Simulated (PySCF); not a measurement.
Species: C4H4N2S.
Bonds: C1–C2 (double), C2–C3, C3–N4 (aromatic), N4–N5 (aromatic), N5–C6 (aromatic), C6–S7 (aromatic), C3–S7 (aromatic). Hydrogens: H8, H9 on C1; H10 on C2; H11 on C6.

Computed by this run: PBE0/def2-SVP geometry optimisation, gas phase (PySCF); density fitting, grid level 1; the optimiser is geomeTRIC in internal coordinates, started from a GFN2-xTB structure.

Step 0: E = -18005.9258 eV
```
atom  x, y, z in Å  |  force x, y, z in eV/Å
C1     -2.1527   -0.2617    0.1383   -0.097   0.043  -0.005
C2     -1.1729    0.6233   -0.0145   -0.032   0.087  -0.005
C3      0.2169    0.2498   -0.0219    0.580   0.841  -0.136
N4      0.6814   -0.9480    0.1129   -0.758  -0.619   0.111
N5      1.9951   -1.0315    0.0711    0.624  -0.885   0.086
C6      2.5805    0.0978   -0.0977   -0.292   0.901  -0.104
S7      1.4990    1.4466   -0.2273   -0.194  -0.484   0.073
H8     -3.1860    0.0380    0.1412   -0.575   0.225  -0.006
H9     -1.9334   -1.3076    0.2640    0.168  -0.607   0.072
H10    -1.3748    1.6776   -0.1416   -0.209   0.432  -0.047
H11     3.6432    0.2155   -0.1555    0.786   0.066  -0.039
```

Step 1: E = -18005.9885 eV
```
atom  x, y, z in Å  |  force x, y, z in eV/Å
C1     -2.1678   -0.2609    0.1395   -0.063  -0.084   0.015
C2     -1.1808    0.6274   -0.0153    0.057   0.123  -0.017
C3      0.2304    0.2582   -0.0243   -0.104  -0.139   0.028
N4      0.6832   -0.9608    0.1123    0.013   0.036  -0.010
N5      2.0183   -1.0456    0.0702   -0.018   0.012  -0.006
C6      2.5963    0.1053   -0.0990    0.114  -0.043   0.006
S7      1.4988    1.4279   -0.2215    0.057   0.079  -0.016
H8     -3.2142    0.0549    0.1402    0.037  -0.005  -0.001
H9     -1.9437   -1.3237    0.2694   -0.010   0.031  -0.005
H10    -1.4054    1.6909   -0.1446   -0.003  -0.031   0.005
H11     3.6812    0.2261   -0.1576   -0.079   0.019   0.002
```

**Question.** Estimate the geometry and energy of step 2. (The exact step hangs on the optimiser's Hessian estimate; all steps are aligned on step 1, rigid shifts and turns removed.)

**Answer.** E = -18005.9889 eV, largest force 0.069 eV/Å
```
atom  x, y, z in Å  |  force x, y, z in eV/Å
C1     -2.1678   -0.2611    0.1402   -0.031   0.024  -0.001
C2     -1.1818    0.6298   -0.0159    0.032  -0.054   0.004
C3      0.2273    0.2532   -0.0246    0.039  -0.015  -0.005
N4      0.6846   -0.9638    0.1102   -0.021   0.021  -0.002
N5      2.0199   -1.0460    0.0687   -0.005  -0.011   0.007
C6      2.5983    0.1050   -0.0980   -0.039  -0.017  -0.006
S7      1.4976    1.4255   -0.2227    0.031   0.061   0.003
H8     -3.2124    0.0570    0.1412   -0.007  -0.011   0.002
H9     -1.9445   -1.3230    0.2703    0.003   0.005  -0.002
H10    -1.4057    1.6927   -0.1453    0.002  -0.010   0.003
H11     3.6806    0.2305   -0.1551   -0.002   0.007  -0.002
```

The energy changes by -0.0004 eV. The first-order estimate −F·Δx gives -0.0014 eV and the mean of the old and new forces, exact on a quadratic surface, -0.0004 eV. The step makes an angle of 66° with the force vector and moves no atom by more than 0.006 Å.

What follows is the cost of the whole optimisation. Time: 16 s of wall time; peak memory 0.53 GiB. Hardware: one thread, Intel Xeon 6975P-C (x86_64), no GPU (shared host).
